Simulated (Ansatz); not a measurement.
Z-matrix (Å, degrees):
```
C
N 1 1.444
O 1 1.409 2 111.0
C 1 1.510 2 112.2 3 119.3
H 1 1.097 2 106.1 3 -120.3
B 2 1.386 1 126.6 3 115.1
H 2 1.011 1 112.9 3 -64.3
H 3 0.962 1 107.8 2 -56.9
H 4 1.090 1 110.1 2 -179.5
H 4 1.090 1 110.3 2 59.9
H 4 1.093 1 110.0 2 -60.4
H 6 1.196 2 119.2 1 -179.7
H 6 1.198 2 118.6 1 0.1
```

Total charge 0; spin multiplicity 1.

List the r2SCAN/def2-TZVPP orbital energies in eV (Ansatz). (Best estimate.)

The calculation gave: Occupied: -515.94, -385.65, -275.44, -272.95, -179.86, -27.43, -23.49, -19.43, -16.05, -14.37, -13.64, -11.92, -11.04, -10.32, -9.90, -9.65, -8.74, -7.92, -7.62, -6.89. Lowest empty: -0.60, 0.85, 1.46, 2.10, 2.54, 3.02, 3.30, 3.55.
